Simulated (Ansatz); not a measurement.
F3In, SMILES `[F][In]([F])[F]` with one electron removed (charge 1, multiplicity 2), frozen-core CCSD(T)/def2-TZVPP // B3LYP-D3(BJ)/def2-TZVP (Ansatz, a first-principles code). The calculation was stopped at its time limit.

Ansatz 0.2 input:
```yaml
crystal:
  periodic: [false, false, false]
  atoms:
    - { symbol: F, position_ang: [-1.398907, -1.332601, -0.004884] }
    - { symbol: In, position_ang: [-0.000241, -0.000157, -0.000003] }
    - { symbol: F, position_ang: [-0.453932, 1.877528, -0.014304] }
    - { symbol: F, position_ang: [1.853081, -0.54477, 0.019191] }
basis:
  gaussian: { orbitals: def2-TZVPP }
correlation:
  method: ccsd_t
total_charge: 1
magnetization:
  spin_polarized: true
  initial_magnetization: 1
```

The last lines of the output:

```
determinant -13257.26338985 eV, -487.1954434811 hartree, with singles and doubles -13284.81935584 eV, -488.2081065531 hartree
determinant -13257.26263456 eV, -487.1954157246 hartree, with singles and doubles -13284.81879010 eV, -488.2080857626 hartree
determinant -13256.82017735 eV, -487.1791557221 hartree, with singles and doubles -13284.79313844 eV, -488.2071430813 hartree
determinant -13256.79367598 eV, -487.1781818149 hartree, with singles and doubles -13284.83986981 eV, -488.2088604276 hartree
determinant -13256.24547553 eV, -487.1580358198 hartree, with singles and doubles -13284.10327032 eV, -488.1817908957 hartree
determinant -13256.20821567 eV, -487.1566665452 hartree, with singles and doubles -13284.33155479 eV, -488.1901801951 hartree
determinant -13259.36953729 eV, -487.2728429719 hartree, with singles and doubles -13285.48160022 eV, -488.2324435853 hartree
determinant -13259.36925654 eV, -487.2728326544 hartree, with singles and doubles -13285.48134659 eV, -488.2324342647 hartree
determinant -13259.36822911 eV, -487.2727948971 hartree, with singles and doubles -13285.48041228 eV, -488.2323999292 hartree
determinant -13259.27846705 eV, -487.2694962022 hartree, with singles and doubles -13285.34954709 eV, -488.2275907220 hartree
determinant -13259.27819133 eV, -487.2694860698 hartree, with singles and doubles -13285.34928430 eV, -488.2275810650 hartree
determinant -13257.77717386 eV, -487.2143246951 hartree, with singles and doubles -13285.29781582 eV, -488.2256896330 hartree
determinant -13259.36953729 eV, -487.2728429719 hartree, with singles and doubles -13285.51959011 eV, -488.2338396881 hartree
determinant -13259.36925654 eV, -487.2728326544 hartree, with singles and doubles -13285.51936429 eV, -488.2338313891 hartree
determinant -13259.36822911 eV, -487.2727948971 hartree, with singles and doubles -13285.51853440 eV, -488.2338008914 hartree
determinant -13259.27846705 eV, -487.2694962022 hartree, with singles and doubles -13285.35735908 eV, -488.2278778076 hartree
determinant -13259.27819133 eV, -487.2694860698 hartree, with singles and doubles -13285.35710073 eV, -488.2278683132 hartree
determinant -13257.77717386 eV, -487.2143246951 hartree, with singles and doubles -13285.35392902 eV, -488.2277517551 hartree
determinant -13257.69587143 eV, -487.2113368861 hartree, with singles and doubles -13285.12535624 eV, -488.2193518603 hartree
```
